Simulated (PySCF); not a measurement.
These compounds are isomers of formula C$_{6}$H$_{10}$O$_{2}$Si.

A. `C=C(C)[C@@]1(OC=O)C[SiH2]1`
B. `O=CC[SiH2]O[C@]12C[C@H]1C2`
C. `C=C1CO[C@H](C=O)C[SiH2]1`

Spectrum 1. 1H NMR (400 MHz, computed): δ 10.19 (t, 1H), 4.86 (t, 2H), 2.23 (m, 2H), 1.99 (m, 1H), 1.97 (m, 2H), 0.88 (m, 2H). 13C{1H} NMR (computed): δ 204.3 (CH), 53.1 (C), 38.9 (CH2), 36.0 (CH2), 4.1 (CH).

Spectrum 2. 1H NMR (400 MHz, computed): δ 10.49 (d, 1H), 6.02 (br s, 1H), 5.71 (br s, 1H), 4.59 (m, 1H), 4.54 (m, 1H), 4.50 (m, 1H), 4.49 (m, 1H), 4.29 (m, 1H), 1.44 (m, 1H), 1.14 (m, 1H). 13C{1H} NMR (computed): δ 214.7 (CH), 149.9 (C), 133.9 (CH2), 84.0 (CH), 78.7 (CH2), 9.6 (CH2).

Spectrum 3. 1H NMR (400 MHz, computed): δ 7.96 (s, 1H), 5.52 (m, 1H), 5.43 (m, 1H), 4.45 (m, 1H), 3.15 (m, 1H), 2.17 (s, 3H), 0.86 (m, 1H), 0.66 (m, 1H). 13C{1H} NMR (computed): δ 167.9 (CH), 151.8 (C), 126.8 (CH2), 73.1 (C), 21.8 (CH3), 9.4 (CH2).

Theory: NMR shieldings at PBE0/pcSseg-1/GIAO, GFN2-xTB structure, in PySCF 2.14.0 with density-fitted response routines (one averaged value for each set of equivalent atoms, gas phase, non-relativistic Hamiltonian, a single conformation).

Shifts are taken against calculated references (same method and geometry level): TMS for 1H and 13C. Where no couplings were computed, multiplicities follow the n + 1 count of equivalent neighbours, and m marks all less simple cases (inequivalent or close neighbours, rings, F or P nearby). Shifts are as computed. Against solution values, carbons near 30 ppm lie about +3 ppm off and those near 130 ppm about +5 ppm. Of 1309 compounds with measured shifts, 239 miss one by over three times the rms of a fit or turn the order of signals round; such compounds aren't used in these exercises.

Task: Match each spectrum to its structure.

Result: 1–B, 2–C, 3–A.

- Spectrum 1 (B): 5 13C signals; δC 204.3 is an aldehyde carbonyl carbon; δC 53.1 is a three-membered-ring carbon.
- Spectrum 2 (C): 6 13C signals; δC 214.7 is an aldehyde carbonyl carbon; δC 149.9 is a fully substituted alkene carbon.
- Spectrum 3 (A): 6 13C signals; δC 167.9 is an ester carbonyl carbon; δC 151.8 is a fully substituted alkene carbon.
